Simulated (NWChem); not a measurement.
System: CH$_{5}$ClO$_{2}$Si; SMILES C[Si](O)(O)Cl

NWChem input:

```
start job
memory heap 200 mb stack 900 mb global 1100 mb
geometry units angstroms noautosym nocenter noautoz
  C      1.690413     1.079732    -0.261014
  Si    -0.015168     0.413987    -0.032164
  O     -1.076799     0.829275    -1.232431
  O     -0.583166     0.982414     1.404594
  Cl     0.054187    -1.669764    -0.020136
  H      1.661416     2.178834    -0.313562
  H      2.331945     0.789513     0.584162
  H      2.141330     0.696442    -1.187992
  H     -1.282418     0.152226    -1.882901
  H     -1.514218     0.828587     1.592038
end
basis spherical
  C library 6-31g*
  Si library 6-31g*
  O library 6-31g*
  Cl library 6-31g*
  H library 6-31g*
end
dft
  xc m05-2x
  iterations 150
end
cosmo
  do_cosmo_smd true
  solvent water
end
task dft energy
```

All runs use the structure optimised with PBE0/def2-SVP. Solvent: water.

Level: M05-2X/6-31G* with SMD (1 M gas to 1 M solution), gas-phase geometry. Reactions with the solvent are ignored.

Give the results of this calculation. (M05-2X/6-31G* (spherical d), SMD on the gas-phase geometry.) Quantities: solvation free energy (kcal/mol); cavity-dispersion-structure term (kcal/mol); dipole in solution (D).

The solvation free energy (kcal/mol) is -9.2. The cavity-dispersion-structure term (kcal/mol) is 3.0 and the dipole in solution (D) comes out as 1.50.
